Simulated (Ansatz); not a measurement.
Cartesian coordinates in Å:
```
Al -2.593 0.332 0.857
O -1.192 0.496 -0.047
Ga 0.312 0.674 -0.969
Si 2.135 -0.689 -0.184
H -3.630 -0.796 0.454
H -2.827 1.307 2.084
H 0.227 1.680 -2.170
H 1.898 -2.109 -0.569
H 3.442 -0.268 -0.757
H 2.228 -0.626 1.301
```

Total charge 0; spin multiplicity 1.

(1) List the ωB97M-V/def2-TZVPP orbital energies in eV (Ansatz 0.2.0). (Estimate.)

## Answers

(1) Computed: Occupied: -10153.66, -1806.91, -1531.78, -1257.15, -1111.35, -1111.23, -1111.22, -525.31, -154.54, -148.02, -116.39, -107.06, -106.78, -106.76, -102.13, -102.12, -102.12, -76.07, -75.88, -75.85, -29.06, -26.08, -26.03, -25.99, -25.86, -25.60, -17.94, -15.88, -13.28, -12.41, -12.29, -12.01, -11.99, -11.79, -10.20, -9.63. Lowest empty: 0.08, 0.75, 1.47, 1.83, 2.64, 2.93, 3.07, 3.13.
